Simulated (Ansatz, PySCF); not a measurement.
Pair of molecules: HCl (SMILES Cl) (first 2 atoms) with CH4 (SMILES C); geometry from B3LYP-D3(BJ)/def2-TZVP.
(charge 0, multiplicity 1):
| atom | x (Å) | y (Å) | z (Å) |
|---|---|---|---|
| Cl | -0.4127 | -0.3469 | -0.4821 |
| H | -0.2910 | -0.2431 | 0.7911 |
| C | -0.0437 | -0.0285 | 3.2873 |
| H | -0.9741 | 0.4472 | 2.9772 |
| H | 0.0574 | 0.0626 | 4.3675 |
| H | -0.0592 | -1.0853 | 3.0207 |
| H | 0.8032 | 0.4634 | 2.8090 |

Interaction energies are E(AB) − E(A) − E(B) at the monomers' geometry in the complex; basis-set methods are counterpoise corrected. Rows marked so take none.

Rows in 6-31G* carry no dispersion term and start afresh at each structure (6-31G* with six Cartesian d functions). MP2/6-31G* freezes PySCF's default core.

Programs: Ansatz (a program for electronic structure); PySCF for 6-31G* rows. 

**Question.** Estimate the interaction energy that MP2/6-31G* (no counterpoise) returns for this input.

**Answer.** -0.7 kcal/mol

**Question.** What interaction energy does MP2/6-31G* give?

**Answer.** -0.2 kcal/mol

**Question.** Predict the interaction energy from HF/aug-cc-pV(T+d)Z.

**Answer.** 0.4 kcal/mol
